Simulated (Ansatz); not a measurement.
Two isomers of F2GeHO: A = `[OH][Ge]([F])[F]`•, B = `[O][GeH]([F])[F]`•.

Isolated molecules relaxed with PBE0-D4/def2-TZVP in Ansatz; ΔE leaves out vibrations. CCSD(T)/CBS adds triple-zeta CCSD(T) − MP2 to the extrapolated MP2 energy (def2 sets, frozen cores). Functionals use def2-TZVPP. B3LYP here is the variant with VWN-RPA as its local correlation; programs differ in this. No spin–orbit coupling; open shells (•) take unrestricted orbitals. For Ge outer-core shells are correlated without core-valence functions, which leaves a few kJ/mol of doubt a bond. Scalar relativity is left out up to krypton. One conformer a species, not always the lowest.

A:

```xyz
5

O     0.334   -1.147    0.308
Ge   -0.429    0.443    0.288
F    -1.780    0.266   -0.768
F     0.646    1.562   -0.489
H     1.230   -1.125    0.661
```

B:

Z-matrix (Å, degrees):
```
Ge
O 1 1.776
F 1 1.713 2 109.0
F 1 1.713 2 109.0 3 113.0
H 1 1.521 2 110.0 3 -123.5
```

(1) Which is lower in electronic energy at CCSD(T)/CBS, and by how much? (Best estimate.)

(2) Give E(B) − E(A) in kcal/mol with B3LYP, ωB97M-V, PBE-D4, CCSD/def2-TZVPP, BLYP-D4, r2SCAN-D4, B3LYP-D4. (An estimate is asked.)

(3) Does the order hold for the free energy at 298.15 K (harmonic terms from PBE0-D4)? (Best estimate.)

Largest T1 diagnostic: 0.015.

## Answers

(1) Ansatz gave: A, by 36.2 kcal/mol.

(2) Ansatz gave: B3LYP 37.0, ωB97M-V 37.6, PBE-D4 41.8, CCSD/def2-TZVPP 32.7, BLYP-D4 40.1, r2SCAN-D4 37.2, B3LYP-D4 37.1. None reverses the order clearly.

(3) Computed: Yes: G(B) − G(A) = +34.8 kcal/mol, for one conformer each.

From PBE to PBE0 (25 % exact exchange), in def2-TZVPP and without D4, E(B) − E(A) moves by −4.6 kcal/mol. In def2-TZVPP, CCSD(T) changes the Hartree–Fock value by +16.9 kcal/mol (the triples alone add +1.9 kcal/mol) and MP2 by +24.2 kcal/mol.
